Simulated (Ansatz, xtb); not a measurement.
Relative energy of two isomers of C2H7NSSi

We compare a, `NC(=S)C[SiH3]`, a singlet, with b, `CC(=S)[SiH2]N`, a singlet. Both are isolated molecules in the gas phase, relaxed with B3LYP/def2-SVP; the shapes shown needn't be the lowest conformers.

a (Å):

```yaml
atoms:
  - { symbol: C, position_ang: [-0.0609, -0.6226, 1.0744] }
  - { symbol: C, position_ang: [-0.1451, 0.8707, 0.8871] }
  - { symbol: N, position_ang: [-1.2383, -1.2457, 1.2877] }
  - { symbol: S, position_ang: [1.3737, -1.4548, 0.9687] }
  - { symbol: Si, position_ang: [0.1484, 1.3895, -0.9305] }
  - { symbol: H, position_ang: [-2.1124, -0.7397, 1.3653] }
  - { symbol: H, position_ang: [-1.2440, -2.2554, 1.3809] }
  - { symbol: H, position_ang: [0.6470, 1.3521, 1.4804] }
  - { symbol: H, position_ang: [-1.1147, 1.2796, 1.2223] }
  - { symbol: H, position_ang: [-0.2297, 2.8286, -1.0668] }
  - { symbol: H, position_ang: [1.5728, 1.2151, -1.3127] }
  - { symbol: H, position_ang: [-0.7273, 0.5783, -1.8252] }
```

b (Å):

```yaml
atoms:
  - { symbol: C, position_ang: [-0.3570, -1.6791, 0.0189] }
  - { symbol: C, position_ang: [0.9834, -1.4782, -0.6306] }
  - { symbol: N, position_ang: [3.7033, 0.0038, -0.6271] }
  - { symbol: S, position_ang: [1.3829, -2.1576, -2.0662] }
  - { symbol: Si, position_ang: [2.2965, -0.4170, 0.2848] }
  - { symbol: H, position_ang: [-0.8665, -0.7056, 0.1430] }
  - { symbol: H, position_ang: [-0.2318, -2.0862, 1.0396] }
  - { symbol: H, position_ang: [-1.0012, -2.3532, -0.5647] }
  - { symbol: H, position_ang: [1.6393, 0.8494, 0.7261] }
  - { symbol: H, position_ang: [2.6931, -1.2230, 1.4784] }
  - { symbol: H, position_ang: [4.2353, -0.7570, -1.0447] }
  - { symbol: H, position_ang: [3.6084, 0.7542, -1.3075] }
```

Task: Estimate which is lower in electronic energy at CCSD(T)/def2-SVP + ΔMP2/def2-TZVPP, and by roughly how much.

Result: The CCSD(T)/def2-SVP + ΔMP2/def2-TZVPP calculation puts structure b lower, by 30.1 kJ/mol.

How the difference moves with the method:

```tsv
level	geometry	E(b) − E(a) (kJ/mol)	departure from the last row (kJ/mol)	job, with rough time for the two
GFN2-xTB	GFN2-xTB	+26.8	+56.9	optimisation, 0.26 s
HF/STO-3G	GFN2-xTB	−22.3	+7.8	single point, 0.42 s
r2SCAN-D4/def2-SVP	GFN2-xTB	+4.8	+34.8	single point, 3 s
B3LYP/def2-SVP	B3LYP/def2-SVP	+0.8	+30.8	optimisation, 97 s
HF/def2-SVP	B3LYP/def2-SVP	−5.8	+24.3	part of the CCSD(T) run
MP2/def2-SVP	B3LYP/def2-SVP	−10.0	+20.0	part of the CCSD(T) run
CCSD(T)/def2-SVP	B3LYP/def2-SVP	−11.3	+18.7	single point
CCSD(T)/def2-SVP + ΔMP2/def2-TZVPP	B3LYP/def2-SVP	−30.1		single point, 29 s
```

As drawn, b has 1 N–Si, 1 C–H in place of 1 C–N, 1 Si–H.

GFN2-xTB, r2SCAN-D4/def2-SVP put the two in the other order. B3LYP/def2-SVP finds them nearly level. The largest departure from CCSD(T)/def2-SVP + ΔMP2/def2-TZVPP is that of GFN2-xTB, 56.9 kJ/mol. The last row adds to CCSD(T) the change of the MP2 difference between the two basis sets, here −18.7 kJ/mol, a large step that makes the value less sure.

With thermal terms from frequencies at re-optimised GFN2-xTB minima (ideal gas, soft modes damped towards free rotors, one conformer each, 298.15 K, 1 atm): on the last row, ΔE + ΔZPE = −26.6, ΔH = −24.8, ΔG = −29.1 kJ/mol.

The correlated steps freeze 13 core orbitals. Run with Ansatz 0.2.0, xtb 6.7.1; the last row on 2 threads of Intel(R) Xeon(R) Platinum 8488C (Sapphire Rapids) on a shared host.
